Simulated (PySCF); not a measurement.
## SiSb: from constants to spectrum

B3LYP constants of SiSb, ²Π (doublet), unpaired electrons π ↑ (basis Si x2c-SVPall, Sb x2c-SVPall; spin-free X2C with a Gaussian nucleus; PySCF 2.14; masses 27.9769 and 120.9038 u):

* ωe: 419.3 cm⁻¹
* ωexe: 1.35 cm⁻¹
* Be: 0.12934 cm⁻¹
* αe: 0.000503 cm⁻¹
* D (centrifugal): 4.92e-08 cm⁻¹
* De to Si + Sb: 2.92 eV

(1) Give the vibrational terms G(v) and spacings up to v = 6.

(2) How well does the Morse estimate ωe²/(4ωexe) reproduce De, and what is D0?

These are scalar-relativistic numbers at best; spin–orbit coupling would shift them, the dissociation energy most. The state is the lowest determinant that a PBE0 search found; another state may lie lower at other levels.

Results:

(1) G(v) = ωe(v+½) − ωexe(v+½)².

| v | G(v) (cm⁻¹) | G(v) − G(v−1) | Bv (cm⁻¹) |
| --- | --- | --- | --- |
| 0 | 209.3 |  | 0.1291 |
| 1 | 625.9 | 416.6 | 0.1286 |
| 2 | 1039.8 | 413.9 | 0.1281 |
| 3 | 1451.0 | 411.2 | 0.1276 |
| 4 | 1859.5 | 408.5 | 0.1271 |
| 5 | 2265.3 | 405.8 | 0.1266 |
| 6 | 2668.4 | 403.1 | 0.1261 |

(2) It gives 4.04 eV, 138 % of the computed De. D0 = De − G(0) = 2.92 − 0.03 = 2.89 eV.
